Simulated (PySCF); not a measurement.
Stepwise substitution at one centre (Ga F-OH). Gas-phase values, no solvent. One relaxed conformer stands for each flexible species; it need not be the lowest. Strings in code marks are SMILES.

These are PBE0-D4/def2-TZVP run with PySCF values and carry that method's errors. Excitations are Tamm–Dancoff values on a coarser integration grid. The basis has no diffuse functions, so Rydberg states are missing or too high.

```json
[
 {"species": "0 of 3 F replaced by OH (`[Ga]([F])([F])[F]`)", "S1 oscillator strength": "0.000", "S1–T1 gap (TDA) (eV)": "0.39", "HOMO–LUMO gap (eV)": "9.42", "HOMO (eV)": "-11.77"},
 {"species": "1 of 3 F replaced by OH (`[OH][Ga]([F])[F]` (H–O–Ga–F torsion 180°))", "S1 oscillator strength": "0.023", "S1–T1 gap (TDA) (eV)": "0.51", "HOMO–LUMO gap (eV)": "8.21", "HOMO (eV)": "-9.99"},
 {"species": "2 of 3 F replaced by OH (`[OH][Ga]([OH])[F]` (H–O–Ga–F torsion 0°, F–Ga–O–H torsion -180°))", "S1 oscillator strength": "0.000", "S1–T1 gap (TDA) (eV)": "0.43", "HOMO–LUMO gap (eV)": "8.04", "HOMO (eV)": "-9.34"},
 {"species": "3 of 3 F replaced by OH (`[OH][Ga]([OH])[OH]`)", "S1 oscillator strength": "0.000", "S1–T1 gap (TDA) (eV)": "0.41", "HOMO–LUMO gap (eV)": "8.07", "HOMO (eV)": "-8.95"}
]
```
